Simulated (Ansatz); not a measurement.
**One arrangement of a pair**

The pair of N$_{2}$ (SMILES N#N, atoms 1–2) and SiH$_{3}$Cl (SMILES [SiH3]Cl, atoms 3–7), both closed shells, in one local arrangement (a lower one may exist), relaxed at PBE0-D4/def2-TZVP:

```xyz
7
angstrom
N 0.3133 -0.0836 -3.3498
N -0.2450 0.0439 -2.4232
Si -0.1339 0.0382 1.1939
Cl 1.7543 -0.4371 0.5355
H -1.0787 -0.9875 0.6980
H -0.4935 1.3752 0.6708
H -0.1165 0.0510 2.6748
```

Ansatz 0.2.0; basis: def2-TZVPPD, with def2-QZVPPD for the basis limit; cores frozen in the correlated methods. B3LYP uses VWN-RPA correlation. Extrapolation: Hartree–Fock as exp(−7.88 √X), correlation as X^−2.97. Interaction energies count from these two fragments, frozen as in the pair, with the counterpoise correction; negative means bound.

**Question.** What is the interaction energy by CCSD(T) at an estimated basis limit (MP2 extrapolated from triple and quadruple zeta, plus CCSD(T) − MP2 in triple zeta)? (To be estimated.)

**Answer.** Computed: -0.89 kcal/mol. Hartree–Fock alone gives 0.42 kcal/mol at the basis limit, so without correlation the pair would not bind at this distance. It counts from the two fragments frozen as in the pair.

The same quantity by other methods in triple zeta, and each one's difference from that estimate:
```csv
method,E_int (kcal/mol),difference
PBE-D4,-1.00,-0.12
revPBE-D4,-0.60,0.29
BLYP-D4,-0.59,0.30
r2SCAN-D4,-0.79,0.10
B97M-V,-0.92,-0.04
PBE0-D4,-0.93,-0.04
B3LYP-D4,-0.77,0.12
HSE06-D4,-0.93,-0.04
wB97X-V,-0.98,-0.09
wB97M-V,-0.91,-0.02
B2PLYP,-0.23,0.66
HF,0.42,1.31
MP2,-0.95,-0.06
CCSD,-0.57,0.32
CCSD(T),-0.75,0.14
```
Differences are method less estimate.

Basis-set superposition shift (counterpoise-corrected less uncorrected): CCSD(T) 0.38; MP2 0.37; HF 0.06; PBE0-D4 0.07; wB97M-V 0.08 kcal/mol.

No T1 diagnostic of these runs exceeds 0.014.

For scale, one of the runs: CCSD(T)/def2-TZVPPD, 224 basis functions, launched by `ansatz run in.yaml --threads 4 --pin off --events-out ev --progress --plain --max-ram 9574MiB`. Hardware: 4 CPU threads of an Arm Neoverse V2, shared host. Wall time 48 s; peak host memory 3.4 GiB.
